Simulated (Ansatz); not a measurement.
Start from `C[CH2][GeH2][SiH3]` and change one atom or group to get `C[CH2][GeH]([SiH3])[Cl]`.

Ansatz, PBE0-D4/def2-TZVP geometries, multiplicity 1. Each molecule was computed in one conformer, which needn't be the lowest.

Scalar relativity is left out up to krypton.

```csv
property,`C[CH2][GeH2][SiH3]`
size of the dipole moment (B3LYP/def2-TZVPP) / D,0.91
HOMO–LUMO gap (PBE/def2-TZVPP) / eV,6.23
HOMO–LUMO gap (PBE0/def2-TZVPP) / eV,8.13
LUMO energy (ωB97M-V/def2-TZVPP) / eV,1.91
LUMO energy (PBE/def2-TZVPP) / eV,-0.52
HOMO energy (B3LYP/def2-TZVPP) / eV,-7.64
```

What does the change do to each property? (Estimate.)

Ansatz gave: 
```json
{"property": "size of the dipole moment (B3LYP/def2-TZVPP) / D", "`C[CH2][GeH]([SiH3])[Cl]`": "2.45", "shift": "1.54"}
{"property": "HOMO–LUMO gap (PBE/def2-TZVPP) / eV", "`C[CH2][GeH]([SiH3])[Cl]`": "5.40", "shift": "-0.83"}
{"property": "HOMO–LUMO gap (PBE0/def2-TZVPP) / eV", "`C[CH2][GeH]([SiH3])[Cl]`": "7.44", "shift": "-0.69"}
{"property": "LUMO energy (ωB97M-V/def2-TZVPP) / eV", "`C[CH2][GeH]([SiH3])[Cl]`": "1.47", "shift": "-0.44"}
{"property": "LUMO energy (PBE/def2-TZVPP) / eV", "`C[CH2][GeH]([SiH3])[Cl]`": "-1.23", "shift": "-0.71"}
{"property": "HOMO energy (B3LYP/def2-TZVPP) / eV", "`C[CH2][GeH]([SiH3])[Cl]`": "-7.59", "shift": "0.05"}
```

Dipoles are sizes alone; their direction can turn.

B3LYP here is the variant with VWN-RPA as its local correlation; programs differ in this.
